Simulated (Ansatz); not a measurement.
Cost and result for the atomization energy of `CC[CH](F)[AlH2]` (13 atoms, 12 bonds).

Z-matrix (Å, degrees):
```
C
C 1 1.521
H 1 1.091 2 110.7
H 1 1.092 2 111.3 3 -120.2
H 1 1.094 2 110.8 3 119.6
C 2 1.519 1 113.5 3 -58.4
H 2 1.097 1 110.0 3 -179.1
H 2 1.097 1 109.5 3 64.4
Al 6 1.989 2 114.5 1 -177.4
F 6 1.411 2 108.9 1 59.6
H 6 1.101 2 107.9 1 -54.6
H 9 1.584 6 120.9 2 -114.2
H 9 1.590 6 117.7 2 65.0
```

The species carries charge 0 and has multiplicity 1. Geometry: relaxed with PBE0-D4/def2-TZVP. It is one conformer, not always the lowest. Program: Ansatz. All runs use 4 threads of an Arm Neoverse V1 on a shared host. Times are those of one run each, without the atoms' runs, and a repeat can differ threefold. Electronic energies, without spin–orbit coupling; frozen cores. CCSD(T)/CBS adds CCSD(T) − MP2 in def2-TZVPP to the MP2 limit, and its time is that of the two runs behind it. T1 = 0.011. B3LYP takes the VWN-RPA correlation (the form of Gaussian; ORCA's B3LYP/G).

CCSD(T)/CBS is a level of theory with its own doubt, some kJ/mol a heavy atom from the limit and from the frozen cores, so smaller differences don't rank the functionals.

| level | functions | wall time | atomization (kJ/mol) | difference from CCSD(T)/CBS | per bond |
| --- | --- | --- | --- | --- | --- |
| PBE-D4/def2-TZVPP (with forces) | 278 | 2.8 s | 4700.7 | 64.3 | 5.4 |
| PBE0-D4/def2-TZVPP | 278 | 3.3 s | 4639.8 | 3.4 | 0.3 |
| r2SCAN-D4/def2-TZVPP (with forces) | 278 | 5.5 s | 4644.8 | 8.4 | 0.7 |
| B3LYP-D4/def2-TZVPP (with forces) | 278 | 5.5 s | 4633.8 | -2.6 | -0.2 |
| B2PLYP/def2-TZVPP | 278 | 6.5 s | 4585.5 | -50.9 | -4.2 |
| ωB97X-V/def2-TZVPP | 278 | 8.5 s | 4649.5 | 13.1 | 1.1 |
| ωB97M-V/def2-TZVPP (with forces) | 278 | 13 s | 4647.8 | 11.4 | 0.9 |
| MP2/def2-QZVPP | 538 | 30 s | 4639.0 | 2.6 | 0.2 |
| CCSD(T)/def2-TZVPP | 278 | 3.7 min | 4530.6 | -105.8 | -8.8 |
| CCSD(T)/CBS(def2) | – | 4.2 min | 4636.4 | 0.0 | 0.0 |

In def2-TZVPP, CCSD(T) changes the Hartree–Fock value by +1060.2 kJ/mol (the triples alone add +54.8 kJ/mol) and MP2 by +1106.2 kJ/mol; breaking electron pairs costs correlation energy, which Hartree–Fock lacks. The D4 term adds +35.9 kJ/mol with B3LYP and +18.9 kJ/mol with PBE0; it sums over pairs of atoms, weighted by their polarisabilities, and B3LYP, whose exchange is more repulsive, gets the larger term. From PBE to PBE0 (25 % exact exchange), in def2-TZVPP and without D4, the atomization energy moves by −57.3 kJ/mol: exact exchange takes away binding that semilocal exchange gives to molecules.
